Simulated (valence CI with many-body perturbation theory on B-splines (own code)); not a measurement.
Sensitivity of CI+MBPT for Bi68+

Computed by relativistic CI+MBPT: five valence electrons over a frozen Dirac-Fock core [Ne], radial functions for each j: 6 s, 6 p, 5 d, 3 f, 1 g, with the one-electron correlation potential Σ1 (screened to all orders), the two-electron term Σ2, the three-electron term Σ3, Breit, model QED; selected single and double excitations, second order for the rest, scaled by the run's own slope (own B-spline code, finite nucleus).

The last digits are not significant, and no measured levels were compared; by estimate large intervals hold to a few tenths of a per cent, small ones and those within an open d or f shell to about a per cent. Among the levels kept, up to 790 cm⁻¹ of a level comes from second order outside the variational space, and about a tenth of that is noise between levels of different J, which matters for small intervals.

The reference run has the lowest level (3s^2 3p1/2^2 3p3/2) J=3/2 and an ionisation energy of 8016.25 eV. Its largest variational space holds 10000 state functions.

Levels are named by their leading jj configuration (3d3/2^4 stands for four electrons in 3d with j = 3/2), which in mixed levels can hold well under half, so a name can repeat and another be missing. Letters in brackets count levels of one name in rising energy.

| Level | Reference (cm⁻¹) | Shift (cm⁻¹) |
| --- | --- | --- |
| (3s^2 3p1/2^2 3d3/2) J=3/2 | 2148880 | +3745 |
| (3s^2 3p1/2^2 3d5/2) J=5/2 | 3394790 | +2740 |
| (3s^2 3p1/2 3p3/2^2) J=3/2 | 4869500 | -2201 |
| (3s^2 3p1/2 3p3/2^2) J=5/2 | 4976330 | -1946 |
| (3s^2 3p1/2 3p3/2^2) J=1/2 | 5121240 | -1723 |
| (3s 3p1/2^2 3p3/2^2) J=5/2 | 6569220 | -685 |
| (3s 3p1/2^2 3p3/2^2) J=3/2 | 6827950 | -94 |
| (3s 3p1/2^2 3p3/2^2) J=1/2 | 6862530 | -207 |
| (3s^2 3p1/2 3p3/2 3d3/2) J=5/2 [a] | 6989260 | +1196 |
| (3s^2 3p1/2 3p3/2 3d3/2) J=1/2 [a] | 7023260 | +1204 |
| (3s^2 3p1/2 3p3/2 3d3/2) J=3/2 [a] | 7030530 | +1205 |
| (3s^2 3p1/2 3p3/2 3d3/2) J=7/2 | 7102520 | +1569 |

The ionisation energy moves by -0.44 eV.

Q: Which of these changes was made?
A. scale of Σ1 1 → 0; three-electron term on → off
B. cutoff of virtual states (hartree) 13778 → 35520
C. screening of Σ1 on → off

A: A. scale of Σ1 1 → 0; three-electron term on → off.
